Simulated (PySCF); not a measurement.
Atoms are numbered as in `[CH3:1][C@@H:2]1[SiH2:3][CH2:4][C@H:5]1[O:6][C:7]([F:8])([F:9])[F:10]` (H(Xn): hydrogen on atom n). Ha(Si3), Ha(C4) are cis to C1 on the ring; Hb(Si3), Hb(C4) are trans to C1 on the ring.

[PySCF 2.14.0 with density-fitted response routines: PBE0/pcSseg-1 with gauge-including orbitals; GFN2-xTB geometry; non-relativistic; fast rotation and ring inversion assumed for equivalent nuclei; single conformer; no solvent model]

Task: List the cross peaks expected in HSQC, COSY and HMBC spectra.

Result: 

HSQC (one-bond C–H):
| δH | δC |
| --- | --- |
| 4.46 (H(C5)) | 84.3 (C5) |
| 2.31 (H(C2)) | 34.0 (C2) |
| 1.94 (Ha(C4)) | 16.1 (C4) |
| 1.83 (Hb(C4)) | 16.1 (C4) |
| 1.37 (H(C1)) | 19.2 (C1) |

COSY cross peaks (H two or three bonds apart, from the bond graph; peaks can be absent where the dihedral angle is near 90°):
| δH | δH |
| --- | --- |
| 4.61 (Hb(Si3)) | 4.12 (Ha(Si3)) |
| 4.61 (Hb(Si3)) | 2.31 (H(C2)) |
| 4.61 (Hb(Si3)) | 1.94 (Ha(C4)) |
| 4.61 (Hb(Si3)) | 1.83 (Hb(C4)) |
| 4.46 (H(C5)) | 2.31 (H(C2)) |
| 4.46 (H(C5)) | 1.94 (Ha(C4)) |
| 4.46 (H(C5)) | 1.83 (Hb(C4)) |
| 4.12 (Ha(Si3)) | 2.31 (H(C2)) |
| 4.12 (Ha(Si3)) | 1.94 (Ha(C4)) |
| 4.12 (Ha(Si3)) | 1.83 (Hb(C4)) |
| 2.31 (H(C2)) | 1.37 (H(C1)) |
| 1.94 (Ha(C4)) | 1.83 (Hb(C4)) |

HMBC (two and three bonds, from the bond graph):
| δH | δC |
| --- | --- |
| 4.61 (Hb(Si3)) | 84.3 (C5), 34.0 (C2), 19.2 (C1), 16.1 (C4) |
| 4.46 (H(C5)) | 130.1 (C7), 34.0 (C2), 19.2 (C1), 16.1 (C4) |
| 4.12 (Ha(Si3)) | 84.3 (C5), 34.0 (C2), 19.2 (C1), 16.1 (C4) |
| 2.31 (H(C2)) | 84.3 (C5), 19.2 (C1), 16.1 (C4) |
| 1.94 (Ha(C4)) | 84.3 (C5), 34.0 (C2) |
| 1.83 (Hb(C4)) | 84.3 (C5), 34.0 (C2) |
| 1.37 (H(C1)) | 84.3 (C5), 34.0 (C2) |

Scale: TMS for ¹H (31.72 ppm) and ¹³C (186.93 ppm) (reference shieldings calculated alike).

Short H···H contacts in this conformer between protons four or more bonds apart (candidates for NOE cross peaks, intensity ∝ r⁻⁶): H(C1)···H(C5) 2.51 Å.

Shifts are as computed. Against solution values, carbons near 30 ppm lie about +3 ppm off and those near 130 ppm about +5 ppm. Of 1211 compounds with measured shifts, 218 miss one by over three times the rms of a fit or turn the order of signals round; such compounds aren't used in these exercises.
